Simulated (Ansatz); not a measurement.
Job for Ansatz (a first-principles code): R-wB97X-V/def2-TZVPPD on C3H11N (a complex), monomers drawn apart or pushed together. Files ending in .json are basis or fitting sets from the Basis Set Exchange.

Ansatz 0.2 input:
```yaml
crystal:
  periodic: [false, false, false]
  atoms:
    - {symbol: N, position_ang: [0.29598717, 0.12897206, 0.48378762]}
    - {symbol: H, position_ang: [0.13375224, 0.82385738, 1.20355977]}
    - {symbol: H, position_ang: [0.96485550, 0.52019505, -0.16961120]}
    - {symbol: H, position_ang: [-0.57747096, 0.00290596, -0.01482641]}
    - {symbol: C, position_ang: [1.23179503, 0.04387654, 4.45102692]}
    - {symbol: C, position_ang: [-0.25104151, 0.40590777, 4.48251546]}
    - {symbol: C, position_ang: [-1.15114256, -0.77474275, 4.12681040]}
    - {symbol: H, position_ang: [1.86051846, 0.90200398, 4.69789373]}
    - {symbol: H, position_ang: [1.45281164, -0.74785928, 5.17127212]}
    - {symbol: H, position_ang: [1.52063875, -0.31847819, 3.46224406]}
    - {symbol: H, position_ang: [-0.44117626, 1.23233032, 3.78873574]}
    - {symbol: H, position_ang: [-0.51635167, 0.78574505, 5.47381666]}
    - {symbol: H, position_ang: [-2.20664724, -0.49489923, 4.14296946]}
    - {symbol: H, position_ang: [-0.91298696, -1.15574029, 3.13156754]}
    - {symbol: H, position_ang: [-1.01399433, -1.59451535, 4.83646885]}
basis:
  gaussian:
    orbitals: def2-TZVPPD.json
hamiltonian:
  xc: {name: wB97X-V}
scf: {lower_state_search: off}
```

Task: Predict the final total energy.

Result: -175.7148 hartree.

Task: How many basis functions does it have, and what does it roughly cost on one machine?

Result: 335 functions; very roughly 19 core-seconds.
